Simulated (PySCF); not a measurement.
Species: C4H4N2S.
SMILES: `C=Cc1cnsn1`

A PySCF run (density fitting, gas phase, GFN2-xTB geometry) gave HOMO -6.31 eV, LUMO -2.51 eV, dipole 1.70 D.

Question: Which of these levels was it?
A. mPW1PW91/def2-SVPD
B. KT2/pcSseg-1
C. BHandHLYP/def2-SVP
D. PBE0/cc-pVDZ

Answer: B. It is KT2/pcSseg-1. All candidates on this geometry:

```json
{"level and settings": "KT2/pcSseg-1", "kind": "GGA", "basis functions": "146", "SCF cycles": "17", "E (Eh)": "-670.1250", "HOMO (eV)": "-6.31", "LUMO (eV)": "-2.51", "dipole (D)": "1.70"}
{"level and settings": "mPW1PW91/def2-SVPD, energy threshold 1e-06 Eh", "kind": "global hybrid", "basis functions": "179", "SCF cycles": "8", "E (Eh)": "-662.1345", "HOMO (eV)": "-7.31", "LUMO (eV)": "-1.80", "dipole (D)": "1.92"}
{"level and settings": "PBE0/cc-pVDZ", "kind": "global hybrid", "basis functions": "122", "SCF cycles": "14", "E (Eh)": "-662.0584", "HOMO (eV)": "-7.11", "LUMO (eV)": "-1.46", "dipole (D)": "1.64"}
{"level and settings": "BHandHLYP/def2-SVP", "kind": "global hybrid", "basis functions": "122", "SCF cycles": "14", "E (Eh)": "-661.9886", "HOMO (eV)": "-8.00", "LUMO (eV)": "-0.52", "dipole (D)": "1.74"}
```

The nearest other candidate, by the summed differences of HOMO and LUMO, is mPW1PW91/def2-SVPD: its HOMO differs by -1.00 eV and its LUMO by +0.71 eV. Cycle counts include a coarse-grid stage where the run had one. KT2 was designed for NMR shieldings or shifts; total energies of different functionals aren't comparable.

Shape of the structure used: `[CH2:1]=[CH:2][c:3]1[cH:4][n:5][s:6][n:7]1`: C1–C2–C3–C4 0°.
